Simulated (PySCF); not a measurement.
A series of substituents X on one scaffold: silaethenyl-X. All species are isolated molecules in the gas phase. One relaxed conformer stands for each flexible species; it need not be the lowest. Strings in code marks are SMILES.

Calculation: ωB97X-D3(BJ)/def2-TZVP // PBE0-D3(BJ)/def2-TZVP in PySCF 2.14.0. Excitations are Tamm–Dancoff values on a coarser integration grid. The basis has no diffuse functions, so Rydberg states are missing or too high.

| species | S1 oscillator strength | HOMO–LUMO gap (eV) | S1 excitation (TDA) (eV) |
|---|---|---|---|
| X = ethyl (`C=[SiH]CC` (C–Si–C–C torsion 1°)) | 0.344 | 9.88 | 5.74 |
| X = fluoro (`C=[SiH]F`) | 0.048 | 10.23 | 5.56 |
| X = silyl | 0.375 | 9.29 | [?] |
| X = ethynyl (`C#C[SiH]=C`) | 0.390 | [?] | [?] |
| X = borono | [?] | 9.03 | 5.10 |
| X = fluoromethyl (`FC[SiH]=C` (C–Si–C–F torsion 128°)) | [?] | 9.74 | 5.65 |
| X = siloxy | 0.036 | 10.13 | [?] |
| X = thioformyl (`C=[SiH]C=S` (C–Si–C–S torsion 0°)) | 0.000 | 7.54 | 1.74 |

Task: Some entries are withheld; supply them.

Result: 
- X = silyl, S1 excitation (TDA) (eV): 5.32
- X = ethynyl (`C#C[SiH]=C`), HOMO–LUMO gap (eV): 9.10
- X = ethynyl (`C#C[SiH]=C`), S1 excitation (TDA) (eV): 5.14
- X = borono, S1 oscillator strength: 0.381
- X = fluoromethyl (`FC[SiH]=C` (C–Si–C–F torsion 128°)), S1 oscillator strength: 0.371
- X = siloxy, S1 excitation (TDA) (eV): 5.46
